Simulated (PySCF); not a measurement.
# A bond scan of BH4Si cation

All numbers below are calculated, not measured. The program is PySCF 2.14.0, an open-source quantum chemistry code, run on an isolated molecule that a program drew, which may never have been made. The molecule is BH4Si cation (charge +1, singlet), drawn as the SMILES string `B[SiH2+]`.

The structure below is the HF double-zeta minimum with every atom moved a little at random, so it isn't optimised. Bond B1-H4 is then set to each length in the table by shifting atom 4 along it, with nothing else relaxed.
```xyz
6
BH4Si cation, angstrom
B    -1.6052   -2.0753   -1.7103
Si   -1.7385   -0.1605   -1.0677
H    -2.5765   -2.6525   -2.0954
H    -0.5694   -2.6082   -1.6768
H    -2.0524    0.1895    0.2906
H    -1.6286    0.9541   -1.9935
```

E is the energy above the same method's energy at the HF double-zeta minimum. IE is the energy to remove one electron at fixed geometry, to the doublet state of charge +2, as a difference of total energies. The basis family is cc-pV(n+d)Z, with UHF for radicals and no spin-orbit coupling. Best is HF at quadruple zeta, plus MP2 correlation extrapolated from triple and quadruple zeta, plus CCSD(T) minus MP2 at triple zeta, with a frozen core. The other columns are at triple zeta.

```
bond (Å)  E wB97X (kcal/mol)  E MP2 (kcal/mol)  E CCSD(T) (kcal/mol)  E best (kcal/mol)  IE wB97X (eV)  IE MP2 (eV)  IE CCSD(T) (eV)  IE best (eV)     T1
  1.0423                8.21              7.85                  8.25               8.08         18.006       18.076           18.095        18.196  0.012
  1.0543                   ?                 ?                     ?                  ?              ?            ?                ?             ?      ?
  1.1653                0.63              0.54                  0.71               0.67         17.933       18.010           18.027        18.126  0.012
  1.1903                0.49              0.46                  0.57               0.55         17.913       17.991           18.006        18.105  0.012
  1.2223                0.82              0.88                  0.89               0.89         17.883       17.962           17.976        18.074  0.012
  1.6313               30.41             31.20                 29.17              29.36         16.935       16.850           17.010        17.096  0.015
```

T1 is the CCSD diagnostic of the starting molecule.

**Estimate the best E and IE at 1.0543 Å from the other rows.**

A least-squares cubic in the inverse of the bond length through the other values of E best gives 6.73 kcal/mol there. A least-squares quadratic in the bond length through IE best gives 18.192 eV. The calculation gives 6.73 kcal/mol and 18.190 eV, so the fits miss by 0.00 kcal/mol and 0.002 eV. The same recipe one zeta lower moves these two values by 0.11 kcal/mol and 0.03 eV, a gauge of their own error. The rest of the row: E is 6.84 (wB97X), 6.51 (MP2), 6.89 (CCSD(T)); IE is 18.000 (wB97X), 18.071 (MP2), 18.090 (CCSD(T)); T1 is 0.012.
